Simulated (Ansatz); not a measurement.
Q: Name a neutral molecule of C, Ga, N, O and H with LUMO energy (ωB97M-V/def2-TZVPP) between 0.15 and 0.45 eV and HOMO–LUMO gap (PBE/def2-TZVPP) between 4.00 and 4.30 eV (Ansatz, PBE0-D4/def2-TZVP geometry).

A: `[CH3][GaH][N]=C=O` (0.18 eV, 4.25 eV). Other molecules can fit too; these were computed, each in one conformer that needn't be the lowest.
